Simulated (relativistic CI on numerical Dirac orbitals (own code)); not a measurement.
# L2,3 absorption of iron in several valence states

Computed multiplet spectra 2p⁶3dⁿ → 2p⁵3dⁿ⁺¹ (Dirac-Coulomb-Breit ions, Slater integrals scaled by 0.8, an assumed crystal field that grows with the charge, no charge transfer; 300 K; Lorentzian 0.4 eV and Gaussian 0.3 eV FWHM at both edges, so that L2 comes out sharper than in experiment). Peaks over 5 % are given in eV from the highest peak in the L3 region of each spectrum (height, largest 100). S of the lowest state is read from ⟨S²⟩, and the branching ratio is the share of L3, cut at the minimum between the edges.

Field parameters in Wybourne normalisation: Oh B⁴₀ = 21Dq, B⁴₄ = √(5/14) B⁴₀. The field is a parameter set, without covalency.

- Fe2+ (d6, Oh, 10Dq = 12200 cm⁻¹): S = 2.00, high spin, branching ratio 0.77; peaks -2.1 (23), -1.4 (29), 0.0 (100), 1.3 (53), 2.9 (20), 4.3 (8), 11.3 (13), 12.8 (32), 15.9 (8)
- Fe3+ (d5, Oh, 10Dq = 15750 cm⁻¹): S = 2.50, high spin, branching ratio 0.77; peaks -2.0 (34), 0.0 (100), 1.5 (27), 3.9 (9), 5.0 (6), 11.1 (15), 12.1 (7), 13.2 (21), 14.7 (15)
- Fe4+ (d4, Oh, 10Dq = 19300 cm⁻¹): S = 1.99, high spin, branching ratio 0.66; peaks -2.5 (56), -1.4 (37), 0.0 (100), 1.5 (61), 3.1 (24), 8.0 (19), 9.8 (40), 10.8 (21), 12.3 (28), 13.6 (34), 14.9 (15)
- Fe5+ (d3, Oh, 10Dq = 22850 cm⁻¹): S = 1.50, branching ratio 0.59; peaks -3.6 (16), -2.0 (55), 0.0 (100), 1.4 (83), 4.0 (18), 5.8 (11), 9.9 (38), 10.8 (100), 12.3 (41), 13.9 (67)

The centroid of the whole edge, which also moves with the branching ratio, lies at 713.2 (Fe2+), 716.3 (Fe3+), 720.5 (Fe4+), 725.8 (Fe5+) eV in this ionic model, in steps of 3.1 to 5.3 eV. Compounds show about 1 to 2 eV a unit and lower energies for the high valences, since ligands screen the charge. The multiplet shape follows the d count and the spin state, and so serves as a fingerprint of valence.
